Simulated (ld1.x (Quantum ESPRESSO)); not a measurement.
# Varying the TM potential for bismuth

Base potential:

| Item | Value |
| --- | --- |
| Element | bismuth (Bi) |
| Generator | ld1.x (Quantum ESPRESSO) 7.5 |
| Type | norm-conserving Troullier–Martins (Kleinman–Bylander form) |
| Functional | LDA (PZ) |
| Relativity | fully relativistic |
| Frozen core | [Xe] 4f14 5d10 |
| Valence charge | 5 |
| Reference configuration | 6s2 6p3 |
| Partial waves | 6s (bound): rc 1.45 bohr; 6p (bound): rc 2.55 bohr |
| Local potential | all-electron potential smoothed inside 1.85 bohr (lloc = -1) |
| Core correction | none |

Open shells are filled in proportion to 2j + 1 (rel_dist='average').

Cutoffs, loose and tight: the cutoffs (Ry, on a coarse ladder) from which the occupation-weighted sum of valence levels, in a spherical-Bessel basis at the reference potential, stays within 10 and 1 mRy of its value at 400 Ry. They do not see the model core or the augmentation charge, which bear on the density cutoff. Test errors are all-electron minus pseudo excitation energies from the reference, over the configurations 6s2 6p2; 6s2 6p1; 6s2 6p0; 6s0 6p5; 6s1 6p3; 6s1 6p0; 6s2 6p3.3. A dash means not determined; rows that change the core or the reference have their own tests. The largest error is taken over the tests solved by every variant that gives reliable tests at all: 6s0 6p5; 6s1 6p3; 6s2 6p1; 6s2 6p2; 6s2 6p3.3.

A true bound ghost makes a file unfit for plane-wave use even where its test errors are small: the radial tests pick states by their node count and pass the ghost by. Where a test does run into it, the solver fails or the error is huge.

```csv
change,outcome,"cutoff, loose","cutoff, tight",bound ghosts,largest test error (meV)
base,generated,55 Ry,160 Ry,"s, d",+113
local potential the p channel,"generated, misses its reference levels by 1.43 eV",55 Ry,160 Ry,none,+283
wave 6p (bound): rc 2.55 bohr becomes 6p (bound): rc 2.90 bohr,generated,55 Ry,160 Ry,"s, d",+142
scalar-relativistic,generated,55 Ry,160 Ry,"s, d",+113
"all radii scaled by about 1.10 (s 1.60, p 2.80 bohr); local potential all-electron potential smoothed inside 2.04 bohr (lloc = -1)",generated,35 Ry,90 Ry,"s, d",+466
```

(1) What comes out with this change to the base: core correction a·sin(br)/r model core inside 0.82 bohr?

(2) What comes out with this change to the base: local potential all-electron potential smoothed inside 2.00 bohr (lloc = -1)?

## Answers

(1) outcome: generated; cutoff, loose: 55 Ry; cutoff, tight: 160 Ry; bound ghosts: s, d; largest test error (meV): -106.

(2) outcome: generated; cutoff, loose: 55 Ry; cutoff, tight: 160 Ry; bound ghosts: s, d; largest test error (meV): +101.
